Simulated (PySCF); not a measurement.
Computed Raman spectrum (relative Raman activity) of a molecule C₂H₈InN. Geometry: B3LYP-D3(BJ)/def2-SVP. The def2 effective core potentials stand for the cores of In; spin–orbit coupling is left out. The values are those of a single conformer. Computed with B3LYP-D3(BJ)/def2-SVP in PySCF 2.14.0. Frequencies are harmonic and unscaled.

Lines under 2 % of the strongest are left out, and lines within 2 cm⁻¹ are merged.

ν (cm⁻¹): 297 (vw), 405 (vw), 517 (w), 1000 (w), 1275 (w), 1433 (w), 1447 (w), 1456 (vw), 1497 (w), 1790 (s), 1803 (m), 2933 (m), 2941 (vs), 2971 (vs), 2979 (w), 3093 (m) (against the strongest line: vs over 80 %, s over 45 %, m over 15 %, w over 4 %, vw less)…

Question: Which molecule gave these data?
A) C[CH2][InH][NH2]
B) [CH3][In]([CH3])[NH2]
C) C[N](C)[InH2]

Answer: C, C[N](C)[InH2]
